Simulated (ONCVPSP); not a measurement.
Before and after: ONCV potential for thallium (Tl)

| Property | Result |
| --- | --- |
| Element | thallium (Tl) |
| Generator | ONCVPSP 4.0.1 |
| Type | optimised norm-conserving Vanderbilt (ONCV) |
| Functional | LDA (Perdew-Wang 92) |
| Relativity | scalar-relativistic |
| Frozen core | [Kr] 4d10 4f14 |
| Valence charge | 21 |
| Reference configuration | 5s2 5p6 5d10 6s2 (charge +1) |
| Partial waves | 5s+6s: rc 1.40 bohr, ncon 4, nbas 7, qcut 7.2 1/bohr, 2 projectors; 5p: rc 1.55 bohr, ncon 3, nbas 6, qcut 7.6 1/bohr, 1 projector; 5d: rc 2.05 bohr, ncon 4, nbas 8, qcut 7.7 1/bohr, 1 projector |
| Local potential | polynomial inside 0.90 bohr (lpopt 5, dvloc0 3 Ha) |
| Core correction | polynomial model core, fcfact 0.7 |

Change: d: qcut 10.

Cutoffs: the cutoffs (Ha) at which the residual kinetic energy of the hardest occupied pseudo-wave falls to 1 and 0.1 mHa per electron; they do not see the model core or the augmentation charge, which bear on the density cutoff. Errors are all-electron minus pseudo energies relative to the spin-unpolarised reference configuration.

Problem. Predict the effect on cutoff, ghosts and configuration errors.

Solution. The potential gets neither clearly harder nor softer (25 Ha and 58 Ha → 25 Ha and 58 Ha); the errors of the 4 common tests hardly move; the range in which the d phases agree narrows (upper end at the end of the scan → 1.1); neither file shows a bound ghost.

```tsv
quantity	base	changed
cutoff, loose	25 Ha	25 Ha
cutoff, tight	58 Ha	58 Ha
loose cutoff by channel	s 25 Ha, p 17 Ha, d 21 Ha	s 25 Ha, p 17 Ha, d 23 Ha
bound ghosts	none	none
GHOST(+) flags under 300 eV	s at 40.9 eV	s at 40.9 eV
error for 5s2 5p6 5d10 6s2 6p1, meV [ΔE -5.40 eV]	+517	+517
error for 5s2 5p6 5d10 6s1, meV [ΔE 21.19 eV]	-9.5	-9.4
error for 5s2 5p6 5d10 6s0, meV [ΔE 51.79 eV]	-31	-30
error for 5s2 5p6 5d10 6s1 6p1, meV [ΔE 8.38 eV]	+846	+844
s: phases at 1.42 bohr within 0.05 rad from the reference energy up to (Ha; the scan ends near 5)	1.1	1.1
p: phases at 1.57 bohr within 0.05 rad from the reference energy up to (Ha; the scan ends near 5)	-0.9	-0.9
d: phases at 2.08 bohr within 0.05 rad from the reference energy up to (Ha; the scan ends near 5)	to the end of the scan	1.1
rms error of d²Exc/dni dnj with the model core, mHa	1.27	1.27
```
